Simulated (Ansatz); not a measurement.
System: C2H5Be, charge 0, doublet. C2H5Be (SMILES [Be][CH2]C, doublet).
B3LYP-D3(BJ)/def2-TZVP minimum from Ansatz (a program for electronic structure):
```
C
H 1 1.0985
H 1 1.0985 2 105.04
C 1 1.5407 2 109.75 3 117.93
H 4 1.0922 1 111.62 2 62.66
H 4 1.0922 5 107.02 1 -122.40
H 4 1.0931 5 107.21 6 -114.76
Be 1 1.6954 2 107.74 3 -114.65
```
Charge 0, spin multiplicity 2.

Wanted: atomisation energy (electronic, to ground-state atoms), in kJ/mol. Open shells are spin-unrestricted; no spin-orbit coupling. Correlated methods leave the cores frozen. No relativity. CBS(X,Y): correlation extrapolated as X^-3, Hartree-Fock from the larger set. A bracket is a step between two methods taken in the basis named. Where a partner has so few electrons that a lower coupled-cluster level is exact, that level stands in. The restricted determinant of Be ([Be], singlet) is unstable towards broken spin symmetry in at least one set run. The spin of C2H5Be ([Be][CH2]C, doublet) was assumed, and the state is the lowest solution found for it.

CCSD(T)/CBS(def2-TZVPP,def2-QZVPP) + [CCSDT(Q) - CCSD(T)]/def2-SVP (Ansatz) gives 2709.1 kJ/mol.

**Question.** What does PBE/def2-TZVPD (Ansatz) give here, and how do the other levels compare?

**Answer.** PBE gives 2769.9 kJ/mol, 60.8 kJ/mol above it. Differences of the others: r2SCAN/def2-TZVPD (Ansatz) 43.3; B3LYP/def2-TZVPD (Ansatz) 13.3; CCSD(T)/CBS(def2-TZVPP,def2-QZVPP) (Ansatz) -1.5 kJ/mol.
